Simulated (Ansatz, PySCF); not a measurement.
System: aminoborane, sum formula BNH$_{4}$, charge 0, multiplicity 1. 
Structure (B3LYP-D3(BJ)/def2-TZVP (Ansatz, an electronic-structure program) minimum search):
SMILES: NB
```xyz
6

B     -0.7766     0.0323    -0.0041
N      0.6098    -0.0254     0.0032
H     -1.3984    -0.9854    -0.0254
H     -1.3119     1.0982     0.0110
H      1.1972     0.7922     0.0209
H      1.1274    -0.8889    -0.0085
```
Charge 0, spin multiplicity 1.

Wanted: atomisation energy (electronic, to ground-state atoms), in kcal/mol. Cores are frozen in the correlated levels unless marked. Open shells are spin-unrestricted. Spin-orbit coupling is left out. No relativistic terms. FCI takes restricted orbitals. The coupled-cluster limit lacks core correlation, which all-electron functionals hold. Basis-set limits of correlation are two-point, X^-3; Hartree-Fock from the larger set. [CCSD(T)-MP2]/basis is that difference in the basis named.

```
level                                                                 program  atomisation energy (kcal/mol)
-------------------------------------------------------------  --------------  -----------------------------
HF/def2-SVP                                                            Ansatz                          376.7
HF/cc-pVQZ                                                             Ansatz                          374.2
BLYP/def2-TZVPD                                                        Ansatz                          503.6
revPBE-D3(BJ)/def2-TZVPD                                       Ansatz + dftd3                          497.2
PBE0-D4/def2-TZVP                                              Ansatz + dftd4                          500.8
MN15/def2-TZVPD                                                         PySCF                          505.8
B2GP-PLYP-D3(BJ)/def2-TZVPD                                    Ansatz + dftd3                          497.1
MP2/cc-pVTZ                                                            Ansatz                          490.9
MP2/def2-TZVPPD                                                        Ansatz                          492.4
SCS-MP2/cc-pVTZ                                                        Ansatz                          494.8
FCI/STO-3G                                                             Ansatz                          509.0
RI-MP2/CBS(cc-pVTZ,cc-pVQZ)+[CCSD(T)-MP2]/cc-pVDZ                      Ansatz                          501.2
RI-MP2/CBS(def2-TZVPPD,def2-QZVPPD)+[CCSD(T)-MP2]/def2-TZVPPD          Ansatz                          500.3
RI-MP2/CBS(def2-TZVPP,def2-QZVPP)+[CCSD(T)-MP2]/def2-QZVPP             Ansatz                          500.1
CCSD(T)/CBS(def2-TZVPPD,def2-QZVPPD)                                   Ansatz                          499.8
```
